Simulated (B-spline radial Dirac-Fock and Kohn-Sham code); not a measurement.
## Dipole and non-dipole photoemission parameters of Fe²⁺ 3d3/2

System: Fe²⁺, configuration [Ar] 3d6; threshold 31.92 eV (orbital energy of the model). Level of theory: Dirac-Hartree-Slater photoionisation with a Latter tail; cross sections with all multipoles, angular parameters from the dipole term and its interference with E2; a radial B-spline solver.

Input of the calculation (task.json; shells as n, l, electrons):

```json
{"items": [{
  "Z": 26,
  "q": 2,
  "cfg": [[1, 0, 2], [2, 0, 2], [2, 1, 6], [3, 0, 2], [3, 1, 6], [3, 2, 6]],
  "A": 56,
  "rrms": 3.7377,
  "do": "xps",
  "hv": [55.9, 71.9, 77.3, 80, 148.0, 150, 288.0, 298.0, 501.0, 575.0, 600, 673.0, 829.0, 903.0, 1130.0, 1240.0, 1253.6, 1486.9, 1720.0, 1910.0, 2030.0, 2120.0, 2290.0, 2790.0, 4000, 4580.0, 5414.7, 6050.0, 8047.8, 12300.0]
}]}
```

Run with: `python xray2_run.py task.json out`

For linearly polarised light dσ/dΩ = σ/(4π) [1 + β P₂(cos θ) + (δ + γ cos²θ) sin θ cos φ], with θ from the polarisation vector and φ the angle between the beam and the projection of the electron momentum on the plane normal to the polarisation.

```csv
hν (eV),σ (kb),β,γ,δ
55.9,3240,0.370,0.001,0.011
71.9,2750,0.559,0.006,0.013
77.3,2570,0.611,0.008,0.014
80,2480,0.636,0.008,0.014
148,?,?,?,?
150,902,1.023,0.037,0.020
288,189,1.222,0.122,0.030
298,172,1.227,0.128,0.031
501,37.7,1.218,0.252,0.044
575,24.5,1.195,0.291,0.048
600,21.4,1.186,0.304,0.050
673,14.8,1.160,0.339,0.054
829,7.41,1.100,0.405,0.064
903,5.54,1.071,0.432,0.069
1130,2.54,0.990,0.502,0.085
1240,1.83,0.954,0.529,0.092
1253.6,1.76,0.950,0.532,0.093
1486.9,0.947,0.882,0.581,0.109
1720,0.553,0.826,0.621,0.125
1910,0.374,0.786,0.648,0.137
2030,0.297,0.763,0.665,0.145
2120,0.252,0.747,0.676,0.151
2290,0.188,0.719,0.698,0.162
2790,0.0874,0.649,0.756,0.193
4000,0.0204,0.526,0.853,0.264
4580,0.0116,0.482,0.879,0.296
5414.7,0.00575,0.433,0.902,0.338
6050,0.00359,0.403,0.913,0.369
8047.8,0.00106,0.338,0.937,0.457
12300,0.000165,0.252,0.965,0.622
```

Q: Give the values at 148 eV.

A: σ = 927 kb, β = 1.017, γ = 0.036, δ = 0.020.
